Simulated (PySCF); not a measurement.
`C[C@@H]1CO[B@@H-](N)O1`, [C$_{3}$H$_{9}$BNO$_{2}$]-, charge -1

Geometry (Å), atoms numbered from 1 in this order:
```xyz
16

C    -2.1305    0.3306    0.7057
C    -0.7155    0.2785    0.1232
C    -0.2546   -1.1594   -0.2212
O     1.0970   -1.2185    0.0150
B     1.5236    0.0923    0.7264
N     2.3994    0.9462   -0.2105
O     0.2146    0.7589    1.0215
H    -2.1568   -0.2265    1.6394
H    -2.4076    1.3631    0.9105
H    -2.8454   -0.1020    0.0053
H    -0.7096    0.8814   -0.8161
H    -0.7996   -1.8856    0.4217
H    -0.4883   -1.4149   -1.2747
H     2.1268   -0.1518    1.7447
H     1.9084    1.1015   -1.0865
H     3.2304    0.4151   -0.4483
```

Total charge -1.

Computed with TDDFT wB97X-D/def2-SVPD circular dichroism and optical rotation, one conformer, gas phase in PySCF 2.14.0. Geometry: GFN2-xTB.

The molecule is flexible and this is one conformer; a measurement averages over conformers. For a gas-phase anion, states above the detachment energy (about 3.3 eV, taken as minus the energy of the highest occupied orbital) lie in the continuum and depend on the basis.

What are the CIP labels of the stereocentres?

C2 R, B5 R.

List the lowest 12 singlet excitations with oscillator and rotatory strengths.

Rotatory strengths R in 10⁻⁴⁰ esu² cm², velocity form and length form (origin at the centre of mass); f in length form.
| state | E (eV) | λ (nm) | f | R (velocity) | R (length) | main |
| --- | --- | --- | --- | --- | --- | --- |
| 1 | 5.20 | 238 | 0.031 | +12.6 | +12.4 | HOMO→LUMO 0.46, HOMO→LUMO+1 0.40 |
| 2 | 5.75 | 215 | 0.018 | -56.4 | -50.4 | HOMO−1→LUMO 0.22, HOMO→LUMO+2 0.21 |
| 3 | 5.88 | 211 | 0.060 | +9.2 | +8.6 | HOMO−1→LUMO 0.42, HOMO−2→LUMO 0.16 |
| 4 | 6.19 | 200 | 0.007 | -11.2 | -10.4 | HOMO→LUMO+3 0.58, HOMO→LUMO+1 0.12 |
| 5 | 6.38 | 194 | 0.027 | +11.7 | +12.2 | HOMO−1→LUMO+1 0.22, HOMO−2→LUMO+1 0.13 |
| 6 | 6.47 | 192 | 0.001 | -0.9 | -1.1 | HOMO−1→LUMO+1 0.30, HOMO→LUMO+2 0.23 |
| 7 | 6.66 | 186 | 0.005 | -7.6 | -7.2 | HOMO−1→LUMO+3 0.40, HOMO−1→LUMO 0.11 |
| 8 | 6.73 | 184 | 0.006 | +2.4 | +1.9 | HOMO−1→LUMO+3 0.39, HOMO→LUMO+2 0.15 |
| 9 | 6.89 | 180 | 0.010 | -14.1 | -13.4 | HOMO→LUMO+4 0.22, HOMO−2→LUMO+1 0.15 |
| 10 | 7.03 | 176 | 0.016 | -24.2 | -24.1 | HOMO−1→LUMO+2 0.36, HOMO−2→LUMO+3 0.23 |
| 11 | 7.14 | 174 | 0.016 | +13.4 | +12.5 | HOMO−1→LUMO+2 0.26, HOMO−2→LUMO 0.21 |
| 12 | 7.28 | 170 | 0.012 | -3.9 | -2.6 | HOMO→LUMO+4 0.30, HOMO→LUMO+5 0.12 |

Among the states computed, the strongest CD band (largest |R|) is state 2. The largest dissymmetry factor in size, g = 4R/(D+G), with D and G the electric and magnetic dipole strengths, is -0.022 for state 2 (velocity form, f = 0.023), among bands with |R| over 0.5. The mirror image has the same energies and oscillator strengths and all R with the opposite sign.
